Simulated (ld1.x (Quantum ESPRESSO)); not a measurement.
# Be (Z = 4): what ld1.x (Quantum ESPRESSO) 7.5 does with a changed input

Command:

```bash
ld1.x < Be.in > Be.out
```

Input:

```
&input
   title='Be', zed=4., rel=1, dft='PBE', iswitch=3, isic=1,
   config='[He] 2s2 2p0',
   nld=2, rlderiv=2.95, eminld=-2.0, emaxld=5.0, deld=0.02
 /
 &inputp
   pseudotype=1, tm=.true., lloc=1,
   nlcc=.true., new_core_ps=.true.,
   file_pseudopw='Be.pp', file_wfcaegen='ae.wfc', file_wfcncgen='nc.wfc'
 /
2
2S  1  0   2.00   0.00  1.40  1.40  0.0
2P  2  1   0.00   0.00  2.70  2.70  0.0
 &test
   configts(1)='2s2 2p0'
 /
```

This is an input that runs to its end, with one change: self-interaction correction asked for in a generation.

Q: How does the run end?

A: The program refuses the input: "ld1_readin: SIC available with all-electron only".

```
Program LD1 v.7.5

 %%%%%%%%%%%%%%%%%%%%%%%%%%%%%%%%%%%%%%%%%%%%%%%%%%%%%%%%%%%%%%%%%%%%%%%%%%%%%%
     Error in routine ld1_readin (1):
     SIC available with all-electron only
 %%%%%%%%%%%%%%%%%%%%%%%%%%%%%%%%%%%%%%%%%%%%%%%%%%%%%%%%%%%%%%%%%%%%%%%%%%%%%%

     stopping ...
```
